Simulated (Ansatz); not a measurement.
Stepwise reaction of `[OH][In]([OH])[Br]` with hydrogen, as a gas-phase model of exchange steps in deposition or etching. ΔE in kJ/mol.

Calculated with Ansatz (gas phase, PBE0-D4/def2-TZVP geometries, no zero-point term in ΔE). CCSD(T)/CBS adds triple-zeta CCSD(T) − MP2 to the extrapolated MP2 energy (def2 sets, frozen cores). This one scheme is used for every species. DFT in def2-TZVPP. B3LYP here is the variant with VWN-RPA as its local correlation; programs differ in this. Elements past krypton have def2 core potentials. For Br, In outer-core shells are correlated without core-valence functions, which leaves a few kJ/mol of doubt a bond. Scalar relativity is left out up to krypton. One conformer a species, not always the lowest.

| step | reaction | PBE-D4 | B3LYP-D4 | ωB97M-V | CCSD(T)/CBS |
| --- | --- | --- | --- | --- | --- |
| 2 | `[OH][InH][Br]` + H₂ → `[Br][InH2]` + H₂O | 9.4 | 7.6 | 3.8 | 11.9 |

Give the row of step 1, `[OH][In]([OH])[Br]` + H₂ → `[OH][InH][Br]` + H₂O. (An estimate is asked.)

The calculation gave: 
```tsv
step	reaction	PBE-D4	B3LYP-D4	ωB97M-V	CCSD(T)/CBS
1	`[OH][In]([OH])[Br]` + H₂ → `[OH][InH][Br]` + H₂O	1.2	-0.3	-4.3	2.1
```

By hand: ΔE of the 2 steps together at CCSD(T)/CBS.

(2.1) + (11.9) = 14.0 kJ/mol, or 7.0 kJ/mol a step.

In ΔE each step is higher than the one before. PBE-D4 differs from CCSD(T)/CBS by -2.5 to -0.9 kJ/mol a step. Isolated molecules leave out the surface, adducts and barriers. Largest T1 diagnostic: 0.014.
